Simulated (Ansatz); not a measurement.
Input for Ansatz (a first-principles code): R-B3LYP/def2-TZVPPD on H4N2OSi (a complex). Files ending in .json are basis or fitting sets from the Basis Set Exchange.

Ansatz 0.2 input:
```yaml
crystal:
  periodic: [false, false, false]
  atoms:
    - {symbol: N, position_ang: [0.15313107, -0.64639390, -1.14563864]}
    - {symbol: N, position_ang: [0.36035999, -0.46325078, -0.09117521]}
    - {symbol: O, position_ang: [0.88387094, 0.08126653, 3.01342041]}
    - {symbol: Si, position_ang: [-0.51009422, 0.19510758, 3.88783577]}
    - {symbol: H, position_ang: [0.81664006, -0.08376803, 2.06890922]}
    - {symbol: H, position_ang: [-1.37025471, 1.30727261, 3.41011032]}
    - {symbol: H, position_ang: [-0.10045016, 0.44665656, 5.28365764]}
    - {symbol: H, position_ang: [-1.30739750, -1.05561734, 3.81773908]}
basis:
  gaussian:
    orbitals: def2-TZVPPD.json
hamiltonian:
  xc: {name: B3LYP}
scf: {lower_state_search: off}
```

It printed:

```
Functional definition: B3LYP
[...]
these checks for a lower state are left out or cut short: stability, starts, cluster_reference, orbital_swaps, neighbouring_geometries, increment
integrals: 0.13 GiB planned
1093 factors; their error is unknown
mean field: 1.15 GiB planned
mean field evaluation 1: about -12968.3713 eV, gradient 6.1e1 eV
mean field evaluation 2: about -12954.6902 eV, gradient 1.0e2 eV
mean field evaluation 4: about -12974.4311 eV, gradient 3.2e0 eV
mean field evaluation 8: about -12974.4748 eV, gradient 3.5e-1 eV
mean field evaluation 16: about -12974.4750 eV, gradient 1.8e-6 eV
mean field -12974.47496091 eV, -476.8031603983 hartree, gradient 3.4e-6 eV, S^2 0.000000; 0 other end points of the search recorded, 0 dependent functions left out
reference -12974.47524182 eV, -476.8031707216 hartree; 20, 20 occupied and 210, 210 virtual orbitals, 1093 factors
Total energy: -12974.47524182 eV, -476.8031707216 hartree
Checks for a lower state left out: stability, starts, cluster_reference, orbital_swaps, neighbouring_geometries, increment
```

Self-consistency was reached.

Cost: roughly 3 core-seconds.
